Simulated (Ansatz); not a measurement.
Species: GaF, charge 0, triplet. This triplet is an excited state, 3.7 eV above the singlet at CCSD(T)/cc-pV5Z (Ansatz, a program for electronic structure). GaF (SMILES [F][Ga], triplet).
B3LYP-D3(BJ)/def2-TZVP minimum from Ansatz:
```
F
Ga 1 1.7815
```
Charge 0, spin multiplicity 3.

Total energies in cc-pVQZ, 10 correlated electrons, 15 frozen orbitals. UHF or UKS for unpaired electrons; spin-orbit terms are left out. Cores are frozen in correlated methods (noble-gas shells, and filled d and f shells in the p block). No relativity. The spin of FGa ([F][Ga], triplet) was assumed, and the state is the lowest solution found for it.

| method | program | energy (Eh) | minus CCSDT(Q) (mEh) |
|---|---|---|---|
| HF | Ansatz | -2022.72751 | 325.59 |
| MP2 | Ansatz | -2023.04314 | 9.95 |
| CCSD | Ansatz | -2023.04148 | 11.61 |
| CCSD(T) | Ansatz | -2023.05248 | 0.61 |
| CCSDT(Q) | Ansatz | -2023.05309 | 0.00 |

Rough core times of Ansatz's runs on a shared machine: CCSD(T) 90 s, CCSDT(Q) 30 min.
